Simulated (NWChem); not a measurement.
Species: formate (CHO$_{2}$ anion); SMILES O=C[O-]

Program: NWChem. Sets without diffuse functions describe the anion's extra electron poorly. The highest occupied level is positive in some or all of these runs, so the extra electron may be held by the finite basis. Each level has its own optimisation; frequencies are unscaled.

Q: Order these by “highest harmonic frequency (cm⁻¹)”, lowest first: PBE0/pcseg-1; PBE0/3-21G; PBE0/pcseg-2; PBE0/aug-pcseg-1.

A: PBE0/3-21G (2409), PBE0/pcseg-1 (2516), PBE0/pcseg-2 (2564), PBE0/aug-pcseg-1 (2615)
